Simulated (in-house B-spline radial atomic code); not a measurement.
The numbers below are computed, except where a source is named.
# Correlation energy from the adiabatic connection: −V exp(−r²/w²), V = 2.69, w = 10.9

Two electrons in a singlet, external potential −V exp(−r²/w²), V = 2.69, w = 10.9 (atomic units). Full CI in B-splines (partial waves to l = 8, correlation up to 0.6 % small) with the density held fixed gives W(λ) = <V_ee>_λ − U, and E_c is the integral of W(λ) − W(0) from 0 to 1.

| λ | W(λ) − W(0) (hartree) |
| --- | --- |
| 0 | 0.00000 |
| 0.02 | -0.00201 |
| 0.05 | -0.00490 |
| 0.12 | -0.01117 |
| 0.25 | -0.02124 |
| 0.4 | -0.03079 |
| 0.6 | -0.04094 |
| 0.8 | -0.04893 |
| 1 | -0.05538 |

Task: Integrate the table by the trapezoid rule.

Result: The strips give -0.00002, -0.00010, -0.00056, -0.00211, -0.00390, -0.00717, -0.00899, -0.01043, which sum to -0.03329 hartree. The direct value, W(1) − W(0) + T_c with T_c = 0.02195, is -0.03343; the curve is convex, so chords lie above it and the trapezoids fall short in size by 0.43 %.

Task: Now use only three numbers: W(0) = -0.31224, the initial slope W'(0) = -0.1018 (extrapolated from the first points) and the strong-coupling limit of the point-charge-plus-continuum model, W∞ = -0.42557. What do second-order theory and the interpolation W(λ) = W∞ + (W(0) − W∞)/√(1 + 2χλ) of Seidl, Perdew and Levy give?

Result: Second order keeps the slope alone: E_c = W'(0)/2 = -0.05090, +52 % in size against -0.03343. Matching the slope fixes χ = W'(0)/(W∞ − W(0)) = -0.1018/(-0.11333) = 0.89826. Integrating, with s = √(1 + 2χ) = 1.672281, E_c = −(W(0) − W∞)(s − 1)/(s + 1) = −0.11333 × 0.672281/2.672281 = -0.02851 hartree, -14.7 % in size against the full result. At λ = 1 the formula gives W − W(0) = -0.04556 against -0.05538. Part of the miss can come from the model's W∞.
